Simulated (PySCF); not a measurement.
SMILES F[Si]([SiH2][Al]([OH])[OH])(F)F (H4AlF3O2Si2) (PBE0/def2-SVP optimised geometry):

```
12

Si    -0.581     1.513     0.000
F     -1.052     0.913    -1.417
F     -1.029     3.060     0.000
F      1.029     1.513     0.000
Si    -1.435     0.278     1.767
Al    -0.758    -2.031     1.467
O     -1.288    -3.204     2.570
O      0.234    -2.289     0.120
H     -0.901     0.886     3.026
H     -2.921     0.459     1.752
H     -1.123    -4.146     2.605
H      0.652    -3.060    -0.262
```

Method: PBE0/def2-TZVP (PySCF).

Question: What are the frontier orbital energies and the dipole moment?

Answer: HOMO-2 -9.39 eV, HOMO-1 -9.30 eV, HOMO -8.49 eV, LUMO -1.19 eV, LUMO+1 -0.72 eV; dipole moment 4.49 D.

On the same geometry PBE/def2-TZVP (PySCF) gives HOMO-2 -7.70 eV, HOMO-1 -7.68 eV, HOMO -7.34 eV, LUMO -1.95 eV, LUMO+1 -1.54 eV; dipole moment 4.32 D.

Meta-Löwdin charges at PBE0/def2-TZVP: Si1 1.47, F2 -0.49, F3 -0.49, F4 -0.49, Si5 -0.08, Al6 1.01, O7 -0.78, O8 -0.78, H9 -0.04, H10 -0.04, H11 0.35, H12 0.36.
